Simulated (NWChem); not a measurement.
Molecule: MoH₆O; SMILES [OH][MoH5]

```xyz
8

Mo     0.0000     0.0000     0.0402
O      0.0000     0.0000     1.9444
H      0.0000     0.0000     2.9036
H      1.2170    -0.6868    -0.8702
H      0.0000     0.0000    -1.6190
H     -0.6868    -1.2170    -0.8702
H      0.6868     1.2170    -0.8702
H     -1.2170     0.6868    -0.8702
```
Atoms are numbered in this order, from 1.

This is a stationary point of PBE0/def2-SVP with def2 effective core potentials on Mo (NWChem), point group C4v. def2 effective core potentials on Mo; no spin-orbit coupling.

Problem. Is it a minimum? If not, what does it relax to?

Solution. No. It has an imaginary frequency of 482i cm⁻¹. Following that mode (on a finer grid) lowers the energy by 28.5 kcal/mol and ends, with real frequencies alone, at point group Cs:
```xyz
8

Mo     0.2750     0.2291    -0.4180
O      0.2517    -0.0991     1.4019
H     -0.4284    -0.5152     1.9442
H      1.4433    -0.6805    -1.2199
H     -0.2073    -0.8195    -1.6005
H     -1.1898    -0.4702    -0.3790
H      0.2354     1.8743    -0.7746
H     -0.9815     0.8181    -1.3150
```
